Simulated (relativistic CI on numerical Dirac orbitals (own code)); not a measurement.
One change at a time: Pd36+

Base calculation: Dirac-Coulomb-Breit CI, orbitals from a KLI potential per configuration, a model potential for QED, unscaled Slater integrals.

Configurations in the expansion (outside the closed core 1s2): 2s²2p⁶, 2s²2p⁵3s, 2s²2p⁵3p, 2s²2p⁵3d, 2s2p⁶3s, 2s2p⁶3p, 2s2p⁶3d, 2s²2p⁵4s, 2s²2p⁵4p, 2s²2p⁵4d, 2s²2p⁵4f, 2s2p⁶4s, 2s2p⁶4p, 2s²2p⁴3s², 2s2p⁶4d, 2s2p⁶4f, 2s²2p⁵5s, 2s²2p⁵5p, 2s²2p⁴3s3p, 2s²2p⁵5d, 2s²2p⁵5f, 2s²2p⁵5g, 2s²2p⁴3p², 2s²2p⁴3s3d, 2s²2p⁴3p3d, 2s2p⁵3s², 2s²2p⁴3d², 2s2p⁵3s3p, 2s2p⁶5s, 2s2p⁵3p², 2s2p⁵3s3d, 2s2p⁶5p, 2s2p⁶5d, 2s2p⁶5f, 2s2p⁶5g, 2s2p⁵3p3d. Levels of other configurations are missing.

Variants: (1) configuration mixing switched off; (2) one mean potential for all configurations. Shifts of the energy above 2s²2p⁶ ¹S0, in eV, for the lowest level and the first level of each name with at least 55 % of one term (blank where a level changes its place among those of its configuration and J or its character, or is not in the variant):

```csv
Level,Base,Δ(1),Δ(2)
2s²2p⁶ ¹S0,0.00,0.00,0.00
2s²2p⁵3s ³P°2,2931.98,+0.11,-0.62
2s²2p⁵3s ¹P°1,2936.46,+0.24,-0.65
2s²2p⁵3p ³D3,3048.00,-0.12,-0.61
2s²2p⁵3p ¹P1,3048.05,+0.36,-0.61
2s²2p⁵3p ³P2,3054.69,-0.21,-0.62
2s²2p⁵3s ³P°0,3095.82,+0.38,-0.55
2s²2p⁵3s ³P°1,3097.80,+0.56,-0.56
2s²2p⁵3d ³P°0,3135.89,-0.24,-0.67
2s²2p⁵3d ³P°1,3140.00,-0.34,-0.66
2s²2p⁵3d ³F°3,3143.91,-0.60,-0.65
2s²2p⁵3d ³D°2,3146.73,-0.59,-0.65
2s²2p⁵3d ³F°4,3150.10,-0.65,-0.65
2s²2p⁵3d ¹D°2,3153.63,-0.54,-0.65
2s²2p⁵3d ³D°3,3159.07,-0.67,-0.63
2s²2p⁵3p ³D1,3170.08,+0.02,-0.55
2s²2p⁵3d ¹P°1,3176.53,-0.41,-0.60
2s²2p⁵3d ³F°2,3307.03,-0.63,-0.57
2s2p⁶3s ³S1,3349.08,-1.93,-0.51
2s2p⁶3s ¹S0,3364.08,+0.33,-0.34
2s2p⁶3p ³P°0,3423.75,-0.94,-0.52
2s2p⁶3p ³P°1,3425.28,-1.04,-0.52
```

At this charge energies of transitions that change n are usually good to better than 1 %, and those within a shell (Δn = 0) to a few per cent.

Ionisation energy from the two ground configurations alone: base 5277.17 eV. The NIST ASD value (semi-empirical) is 5284 eV.

LS names give the leading component of a level, which can be under half, so a name can repeat, a term be missing and a line seem to break the LS rules.
